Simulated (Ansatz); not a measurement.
Input for Ansatz (a program for electronic structure): R-B3LYP/def2-TZVPPD on C2H6O2 (a complex), monomers drawn apart or pushed together. Files ending in .json are basis or fitting sets from the Basis Set Exchange.

Ansatz 0.2 input:
```yaml
crystal:
  periodic: [false, false, false]
  atoms:
    - {symbol: C, position_ang: [0.31074965, -0.56004906, 0.25018440]}
    - {symbol: O, position_ang: [-0.37327765, 0.62179877, 0.66300075]}
    - {symbol: H, position_ang: [0.85708018, -0.40363939, -0.68452736]}
    - {symbol: H, position_ang: [-0.45096744, -1.31991489, 0.08286835]}
    - {symbol: H, position_ang: [1.00265746, -0.91502922, 1.01962444]}
    - {symbol: H, position_ang: [0.27898971, 1.31903466, 0.78971361]}
    - {symbol: C, position_ang: [-0.43854511, 0.22567629, 3.76539338]}
    - {symbol: O, position_ang: [0.71734625, 0.02879591, 4.02939405]}
    - {symbol: H, position_ang: [-0.89083116, 1.23343668, 3.81451285]}
    - {symbol: H, position_ang: [-1.12639207, -0.59019769, 3.47924518]}
basis:
  gaussian:
    orbitals: def2-TZVPPD.json
hamiltonian:
  xc: {name: B3LYP}
scf: {lower_state_search: off}
```

The log:

```
WARN ansatz: RAYON_NUM_THREADS=2 ignored (pool sized by the plan → 2); use --threads N
Functional definition: B3LYP
these checks for a lower state are left out or cut short: stability, starts, cluster_reference, orbital_swaps, neighbouring_geometries, increment
integrals: 0.14 GiB planned
1070 factors; their error is unknown
mean field: 1.41 GiB planned
mean field evaluation 1: about -6259.2929 eV, gradient 6.8e1 eV
mean field evaluation 2: about -6245.1618 eV, gradient 1.1e2 eV
mean field evaluation 4: about -6267.7843 eV, gradient 6.6e0 eV
mean field evaluation 8: about -6267.8620 eV, gradient 1.3e-1 eV
mean field evaluation 16: about -6267.8501 eV, gradient 8.2e-5 eV
mean field -6267.85007699 eV, -230.3392418278 hartree, gradient 4.8e-6 eV, S^2 0.000000; 0 other end points of the search recorded, 0 dependent functions left out
reference -6267.85037897 eV, -230.3392529256 hartree; 17, 17 occupied and 239, 239 virtual orbitals, 1070 factors
Total energy: -6267.85037897 eV, -230.3392529256 hartree
Checks for a lower state left out: stability, starts, cluster_reference, orbital_swaps, neighbouring_geometries, increment
```

Self-consistency was reached.

Cost: roughly 3 core-seconds.
